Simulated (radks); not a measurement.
Values are calculated unless marked as measured or tabulated.
Isoelectronic series with 19 electrons, all held in the configuration [Ar] 3d1, which need not be the ground one along the series. Code: a radial shooting solver on a logarithmic mesh with Libxc functionals. Model: non-relativistic Kohn-Sham, PBE, spin-polarised, spherical densities, point nucleus; open shells are filled with parallel spins first (spin-orbit coupling, left out, can overturn this in heavy ions). Total energies (hartree) and mean radii <r> (bohr):

ion,E (hartree),3d up,3p down
Cu10+,-1601.63110,0.6240,0.6534
Se15+,-2290.73736,0.4732,0.5154
Ru25+,-4044.24054,0.3226,0.3635
In30+,-5108.56556,0.2788,0.3170
Xe35+,-6297.91816,0.2457,0.2811
Pr40+,-7612.2902,0.2197,0.2526
Gd45+,-9051.6766,0.1987,0.2293
Tm50+,-10616.0738,0.1814,0.2100
W55+,-12305.4793,0.1669,0.1937
Au60+,-14119.8914,0.1545,0.1797
